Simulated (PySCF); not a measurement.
Input file for PySCF: R-BP86/6-31G* on CH3F3O (a complex), monomers drawn apart or pushed together.

```python
from pyscf import gto, scf, dft, mp
from pyscf.data.elements import chemcore

mol = gto.M(
    atom='''
    O     0.20833246   -0.05705035    0.03326065
    H     0.33080413    0.77345075   -0.43858485
    H     0.69397147   -0.71782353   -0.47160150
    F     0.62573617    1.13476242    4.54161596
    C     0.23423441   -0.09558383    4.16408325
    F    -0.88900227   -0.39922222    4.83601424
    F     1.18954179   -0.96710966    4.53437760
    H     0.07401367   -0.13447959    3.08756329
    ''',
    basis='6-31g*',
    cart=True,
    charge=0, spin=0, verbose=3, max_memory=1800)
mf = dft.RKS(mol, xc='b88,p86')
mf.conv_tol = 1e-8
mf.max_cycle = 100
mf.kernel()
if not mf.converged:
    mf = mf.newton().run(mf.mo_coeff, mf.mo_occ)
```

The log:

```
converged SCF energy = -414.635721435318
```

The run converged.

Cost: very roughly 4 core-seconds.
